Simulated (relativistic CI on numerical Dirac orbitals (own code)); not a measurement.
Zr³⁺: L2,3 absorption edge

Computed with this model: Dirac-Coulomb-Breit CI, separate exchange-only KLI orbitals for each configuration, model QED, valence Slater integrals scaled by 0.9, multiplet model of core-to-valence dipole absorption; configurations [Kr] 4d → [He] 2s2 2p5 3s2 3p6 3d10 4s2 4p6 4d2; 300 K; Lorentzian 2.4 eV and Gaussian 0.5 eV FWHM. Energies are those of the free ion, without screening or charge transfer. The branching ratio is the share of the lower-energy edge in the whole absorption, uncertain by about 0.02 where the edges overlap. S is read from ⟨S²⟩ = S(S + 1).

Field parameters in Wybourne normalisation: Oh B⁴₀ = 21Dq, B⁴₄ = √(5/14) B⁴₀. The field is a parameter set, without covalency.

free ion: ground-state S = 0.50, centroid 2250.08 eV, branching ratio 0.731. Peaks (eV, height): 2227.8 (100), 2311.2 (34).

Oh, 10Dq = 6000 cm⁻¹: ground-state S = 0.50, centroid 2252.56 eV, branching ratio 0.702. Peaks (eV, height): 2227.8 (100), 2311.5 (39).

Oh, 10Dq = 13500 cm⁻¹: ground-state S = 0.50, centroid 2252.95 eV, branching ratio 0.698. Peaks (eV, height): 2228.0 (100), 2311.8 (40).

Oh, 10Dq = 21000 cm⁻¹: ground-state S = 0.50, centroid 2253.09 eV, branching ratio 0.697. Peaks (eV, height): 2228.8 (100), 2312.5 (40).

Oh, 10Dq = 28550 cm⁻¹: ground-state S = 0.50, centroid 2253.18 eV, branching ratio 0.697. Peaks (eV, height): 2226.0 (85), 2229.2 (100), 2310.0 (38), 2313.5 (39).

Oh, 10Dq = 36050 cm⁻¹: ground-state S = 0.50, centroid 2253.25 eV, branching ratio 0.696. Peaks (eV, height): 2225.5 (91), 2230.0 (100), 2309.5 (40), 2314.2 (40).

The statistical ratio of this edge is 2/3 = 0.667. Values above it arise where the holes sit mainly in the j = l + 1/2 valence subshell or the ground state has high spin; values below it where core-valence Coulomb terms move weight to the upper edge, as in nearly empty shells. At deep edges of heavy elements the radial integrals of the two core levels differ, which raises the baseline.

Strongest unbroadened transitions for free ion:

```
Energy (eV)  Relative strength
    2226.06                9.6
    2226.33               31.2
    2226.59               16.9
    2227.07                8.9
    2227.28                4.1
    2227.54               37.2
    2227.67                3.5
    2227.95              100.0
    2228.03               46.5
    2310.41               10.6
    2310.75                2.2
    2310.82               33.1
    2311.76                3.1
    2311.81               21.7
    2311.88                4.7
    2311.93                9.9
    2312.24                4.3
    2314.97                6.1
```
